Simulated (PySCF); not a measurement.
# Correlation energy of Hf (hafnium, neutral)

[Xe] 4f14 5d1 6s2 6p1, one real determinant (an excited configuration). Calculation: PySCF 2.14, in x2c-TZVPPall with one added diffuse shell each of s, p, d, f type (12s8p8d4f1g, 113 functions); scalar relativity by spin-free X2C-1e. Frozen: [Xe] 4f14; 4 electrons correlated.

```
  level  correlation energy (mhartree)
   CCSD                         -62.60
    (T)                          -4.64
CCSD(T)                         -67.24
```

Diagnostics: T1 = 0.087, D1 = 0.1924, largest double amplitude 0.163.

The real determinant used has ⟨L²⟩ near 8 against 12 for a pure F term, so it mixes terms. Spin-orbit coupling, absent here, splits the open shell strongly. T1 exceeds 0.03, a sign that the reference determinant is poor. A double-excitation amplitude exceeds 0.15, a sign of near-degeneracy.

Cost of the coupled-cluster step: about 30 core-seconds, for 4 correlated electrons.

Iterations:

```
CC2 = 0
CCSD nocc = (np.int64(3), np.int64(1)), nmo = (79, 79)
frozen orbitals [[0, 1, 2, 3, 4, 5, 6, 7, 8, 9, 10, 11, 12, 13, 14, 15, 16, 17, 18, 19, 20, 21, 22, 23, 24, 25, 26, 27, 28, 29, 30, 31, 32, 33], [0, 1, 2, 3, 4, 5, 6, 7, 8, 9, 10, 11, 12, 13, 14, 15, 16, 17, 18, 19, 20, 21, 22, 23, 24, 25, 26, 27, 28, 29, 30, 31, 32, 33]]
max_cycle = 100
direct = 0
conv_tol = 1e-08
conv_tol_normt = 1e-06
diis_space = 8
diis_start_cycle = 0
Init t2, MP2 energy = -0.0400804720593382
Init E_corr(UCCSD) = -0.0400804720721394
cycle = 1  E_corr(UCCSD) = -0.0486955862998772  dE = -0.00861511423  norm(t1,t2) = 0.0794966
cycle = 2  E_corr(UCCSD) = -0.0524692120852426  dE = -0.00377362579  norm(t1,t2) = 0.0536861
cycle = 3  E_corr(UCCSD) = -0.0589605762766533  dE = -0.00649136419  norm(t1,t2) = 0.0419413
cycle = 4  E_corr(UCCSD) = -0.0607843310455256  dE = -0.00182375477  norm(t1,t2) = 0.0228414
cycle = 5  E_corr(UCCSD) = -0.0625590687055151  dE = -0.00177473766  norm(t1,t2) = 0.0115446
cycle = 6  E_corr(UCCSD) = -0.0614534871281806  dE = 0.00110558158  norm(t1,t2) = 0.00677461
cycle = 7  E_corr(UCCSD) = -0.0623411978635237  dE = -0.000887710735  norm(t1,t2) = 0.0056896
cycle = 8  E_corr(UCCSD) = -0.0625174416321258  dE = -0.000176243769  norm(t1,t2) = 0.00282656
cycle = 9  E_corr(UCCSD) = -0.0624825304271117  dE = 3.4911205e-05  norm(t1,t2) = 0.00188761
cycle = 10  E_corr(UCCSD) = -0.0626486083606375  dE = -0.000166077934  norm(t1,t2) = 0.00138266
cycle = 11  E_corr(UCCSD) = -0.0626036079030701  dE = 4.50004576e-05  norm(t1,t2) = 0.000821831
cycle = 12  E_corr(UCCSD) = -0.0626077307878865  dE = -4.12288482e-06  norm(t1,t2) = 0.000409829
cycle = 13  E_corr(UCCSD) = -0.0626017295126544  dE = 6.00127523e-06  norm(t1,t2) = 0.000208798
cycle = 14  E_corr(UCCSD) = -0.0626041505206287  dE = -2.42100797e-06  norm(t1,t2) = 0.000133784
cycle = 15  E_corr(UCCSD) = -0.0626037147411434  dE = 4.35779485e-07  norm(t1,t2) = 8.34859e-05
cycle = 16  E_corr(UCCSD) = -0.0626043770945444  dE = -6.62353401e-07  norm(t1,t2) = 5.21689e-05
cycle = 17  E_corr(UCCSD) = -0.0626043692664139  dE = 7.82813056e-09  norm(t1,t2) = 3.51934e-05
cycle = 18  E_corr(UCCSD) = -0.0626047449921162  dE = -3.75725702e-07  norm(t1,t2) = 2.36501e-05
cycle = 19  E_corr(UCCSD) = -0.0626048921059497  dE = -1.47113833e-07  norm(t1,t2) = 1.78938e-05
cycle = 20  E_corr(UCCSD) = -0.0626048410149118  dE = 5.10910379e-08  norm(t1,t2) = 9.4265e-06
cycle = 21  E_corr(UCCSD) = -0.0626048119549572  dE = 2.90599546e-08  norm(t1,t2) = 5.46931e-06
cycle = 22  E_corr(UCCSD) = -0.062604874398758  dE = -6.24438008e-08  norm(t1,t2) = 3.72763e-06
cycle = 23  E_corr(UCCSD) = -0.0626049319781959  dE = -5.75794379e-08  norm(t1,t2) = 2.28013e-06
cycle = 24  E_corr(UCCSD) = -0.0626049363881644  dE = -4.40996847e-09  norm(t1,t2) = 2.11757e-06
cycle = 25  E_corr(UCCSD) = -0.0626049674607712  dE = -3.10726068e-08  norm(t1,t2) = 2.22958e-06
cycle = 26  E_corr(UCCSD) = -0.0626050014118036  dE = -3.39510324e-08  norm(t1,t2) = 1.64536e-06
cycle = 27  E_corr(UCCSD) = -0.0626049802641836  dE = 2.114762e-08  norm(t1,t2) = 9.62365e-07
cycle = 28  E_corr(UCCSD) = -0.062604967629609  dE = 1.26345746e-08  norm(t1,t2) = 4.49045e-07
cycle = 29  E_corr(UCCSD) = -0.062604964202542  dE = 3.42706702e-09  norm(t1,t2) = 4.41919e-07
UCCSD converged
E(UCCSD) = -15073.41192432235  E_corr = -0.06260496420254195
UCCSD(T) correction = -0.00463598896891672
```

The reference is one real determinant that mixes LS terms of this configuration.
